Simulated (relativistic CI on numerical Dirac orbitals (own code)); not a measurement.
# How well does a small relativistic CI reproduce W IV?

Computed by Dirac-Coulomb-Breit CI, orbitals from a KLI potential per configuration, QED by a radiative potential, valence Slater integrals scaled by 0.85, configuration energies shifted to the measured levels that pair with them (semi-empirical) (own radial code, finite nucleus).

Configuration list (outside the closed core [Kr] 4d10 5s2): 4f¹⁴5p⁶5d³, 4f¹⁴5p⁶5d²6s, 4f¹⁴5p⁶5d²6p, 4f¹⁴5p⁶5d6s², 4f¹⁴5p⁶5d²5f, 4f¹⁴5p⁶5d6s6p, 4f¹⁴5p⁶5d²5g, 4f¹⁴5p⁶5d²6d, 4f¹⁴5p⁶5d²7s, 4f¹⁴5p⁶5d5f², 4f¹⁴5p⁶5d²7p, 4f¹⁴5p⁶5d6p², 4f¹⁴5p⁵5d⁴, 4f¹⁴5p⁶5d²7d, 4f¹⁴5p⁶5d6s7s, 4f¹⁴5p⁶5d²6f, 4f¹⁴5p⁶5d5g², 4f¹⁴5p⁶5d5f6s, 4f¹⁴5p⁶5d²7f, 4f¹³5p⁶5d⁴, 4f¹²5p⁶5d⁵, 4f¹⁴5p⁶5d5g6s, 4f¹⁴5p⁶5d6p7s, 4f¹⁴5p⁶5d5f6p, 4f¹³5p⁶5d³6s, 4f¹⁴5p⁴5d⁵, 4f¹⁴5p⁵5d³5f, 4f¹⁴5p⁵5d³5g. Levels of other configurations are missing.

| Configuration | Term (tabulated) | J | Measured (cm⁻¹) | Computed | Error | Purity (%) |
| --- | --- | --- | --- | --- | --- | --- |
| 4f¹⁴5p⁶5d³ | 4F | 3/2 | 0.0 | 0 | 0 | 87 |
| 4f¹⁴5p⁶5d³ | 4F | 5/2 | 3537.5 | 3188 | -350 | 95 |
| 4f¹⁴5p⁶5d³ | 4F | 7/2 | 6744.6 | 6182 | -563 | 92 |
| 4f¹⁴5p⁶5d³ | 4F | 9/2 | 9256.4 | 8675 | -582 | 77 |
| 4f¹⁴5p⁶5d³ | 4P | 1/2 | 11772.9 | 11389 | -384 | 57 |
| 4f¹⁴5p⁶5d³ | 2G | 7/2 | 15260.9 | 14855 | -406 | 89 |
| 4f¹⁴5p⁶5d³ | 4P | 5/2 | 17189.9 | 16410 | -780 | 87 |
| 4f¹⁴5p⁶5d³ | 2H | 11/2 | 22223.1 | 21966 | -257 | 99 |
| 4f¹⁴5p⁶5d³ | 2D | 5/2 | 22766.4 | 21586 | -1181 | 80 |
| 4f¹⁴5p⁶5d³ | 2F | 5/2 | 27937.6 | 27491 | -447 | 79 |
| 4f¹⁴5p⁶5d³ | 2F | 7/2 | 28412.1 | 27828 | -584 | 90 |
| 4f¹⁴5p⁶5d²6s | 4F | 3/2 | 32692.4 | 33276 | 584 | 95 |
| 4f¹⁴5p⁶5d²6s | 4F | 5/2 | 35093.8 | 35462 | 369 | 91 |
| 4f¹⁴5p⁶5d²6s | 4F | 7/2 | 39029.7 | 38998 | -32 | 97 |
| 4f¹⁴5p⁶5d²6s | 4F | 9/2 | 43224.4 | 42857 | -368 | 96 |
| 4f¹⁴5p⁶5d³ | 2D | 5/2 | 43286.6 | 41176 | -2111 | 86 |
| 4f¹⁴5p⁶5d²6s | 4P | 1/2 | 45516.9 | 46067 | 550 | 96 |
| 4f¹⁴5p⁶5d²6s | 4P | 3/2 | 47679.6 | 47877 | 197 | 91 |
| 4f¹⁴5p⁶5d²6s | 2D | 3/2 | 51860.4 | 51977 | 117 | 74 |
| 4f¹⁴5p⁶5d²6s | 2F | 7/2 | 52828.2 | 52860 | 32 | 67 |
| 4f¹⁴5p⁶5d²6s | 2D | 5/2 | 56415.5 | 55935 | -481 | 58 |
| 4f¹⁴5p⁶5d²6s | 2G | 9/2 | 57050.1 | 56979 | -71 | 94 |
| 4f¹⁴5p⁶5d²6s | 2G | 7/2 | 58372.5 | 58138 | -234 | 72 |
| 4f¹⁴5p⁶5d²6s | 2P | 1/2 | 59628.2 | 60029 | 400 | 88 |
| 4f¹⁴5p⁶5d²6s | 2P | 3/2 | 64681.0 | 64483 | -198 | 83 |
| 4f¹⁴5p⁶5d²6s | 2S | 1/2 | 77607.9 | 77517 | -91 | 93 |
| 4f¹⁴5p⁶5d²6p | 4G° | 5/2 | 85290.0 | 86255 | 965 | 64 |
| 4f¹⁴5p⁶5d6s² | 2D | 3/2 | 87172.2 | 87474 | 302 | 93 |
| 4f¹⁴5p⁶5d²6p | 4G° | 7/2 | 92845.7 | 93125 | 279 | 79 |
| 4f¹⁴5p⁶5d6s² | 2D | 5/2 | 94725.1 | 94423 | -302 | 94 |
| 4f¹⁴5p⁶5d²6p | 4D° | 1/2 | 98463.7 | 99336 | 872 | 68 |
| 4f¹⁴5p⁶5d²6p | 4G° | 9/2 | 99028.3 | 99028 | 0 | 59 |
| 4f¹⁴5p⁶5d²6p | 2D° | 3/2 | 100449.9 | 100032 | -418 | 57 |
| 4f¹⁴5p⁶5d²6p | 4D° | 5/2 | 103216.5 | 103411 | 195 | 57 |
| 4f¹⁴5p⁶5d²6p | 4D° | 1/2 | 103682.4 | 103865 | 183 | 81 |
| 4f¹⁴5p⁶5d²6p | 2G° | 7/2 | 108872.0 | 111369 | 2497 | 56 |
| 4f¹⁴5p⁶5d²6p | 4D° | 3/2 | 108922.3 | 108564 | -358 | 73 |
| 4f¹⁴5p⁶5d²6p | 4G° | 11/2 | 109190.3 | 108240 | -950 | 96 |
| 4f¹⁴5p⁶5d²6p | 2F° | 5/2 | 110658.5 | 110467 | -192 | 59 |
| 4f¹⁴5p⁶5d²6p | 4P° | 3/2 | 113533.1 | 113398 | -136 | 59 |
| 4f¹⁴5p⁶5d²6p | 2G° | 9/2 | 115422.9 | 114968 | -455 | 82 |

Measured levels from measured levels as listed in J. Phys. B 45, 035001 (2012); pairs were made by configuration, J and term (by order where the table uses no LS term), so strongly mixed levels may be paired wrongly.

Mean error by configuration (cm⁻¹): 4f¹⁴5p⁶5d³ -695; 4f¹⁴5p⁶5d²6s 55; 4f¹⁴5p⁶5d²6p 191; 4f¹⁴5p⁶5d6s² 0. Over the excited levels the mean absolute error is 487 cm⁻¹ (40 of the 69 excited levels that our extract of the source holds in range could be paired, and the others can miss by more), and the median relative error of those above 1,000 cm⁻¹ is 0.76 %, both after the shifts were fitted to these levels, so that a configuration with one level shows no error. Some levels of the ground configuration have no partner.

Configurations whose levels could be paired with our table of measured levels were shifted onto them, all but the ground configuration, by the median error of their levels; single terms can still be off by 1,000 to 2,000 cm⁻¹ or more, and rates follow the energies as ν³ (E1, M1) or ν⁵ (E2). The others borrow a shift and can be off by several thousand cm⁻¹ or more. The fine structure of a lone outer electron comes out too small, for d and f at times inverted, and misplaced configurations move strength between like terms. 40 of the 69 excited levels that our extract of the measured tables holds in this range could be paired (the sources list more); they are missed by 487 cm⁻¹ on average and 2497 at most, after the shifts were fitted to these levels, and levels without a partner can miss by more. Some levels of the ground configuration have no partner and can miss by 10 % or more.

Shifts applied (cm⁻¹): 4f¹⁴5p⁶5d³ 0; 4f¹⁴5p⁶5d²6s -10655; 4f¹⁴5p⁶5d²6p -9004; 4f¹⁴5p⁶5d6s² -14302.
